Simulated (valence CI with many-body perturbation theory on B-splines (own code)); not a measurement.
# Which ion has this spectrum?

A relativistic CI+MBPT calculation for an atom or ion with 16 electrons gives these levels (eV):

| J | Parity | E | g |
| --- | --- | --- | --- |
| 2 | even | 0.000 | 1.44 |
| 0 | even | 4.591 |  |
| 1 | even | 6.096 | 1.50 |
| 2 | even | 10.213 | 1.06 |
| 0 | even | 20.222 |  |
| 2 | odd | 57.033 | 1.50 |
| 1 | odd | 60.641 | 1.46 |
| 0 | odd | 63.785 |  |
| 1 | odd | 72.843 | 1.03 |
| 2 | odd | 74.872 | 1.39 |
| 0 | odd | 74.914 |  |
| 3 | odd | 74.921 | 1.43 |
| 1 | odd | 75.114 | 1.48 |
| 4 | odd | 75.759 | 1.47 |

The energies are calculated, with errors of perhaps 300 cm⁻¹, more in some levels.

Which is it?
A. Br19+
B. As17+
C. Ge16+
D. Zn14+

B. As17+, ground level 3s2.3p4 3P_2.
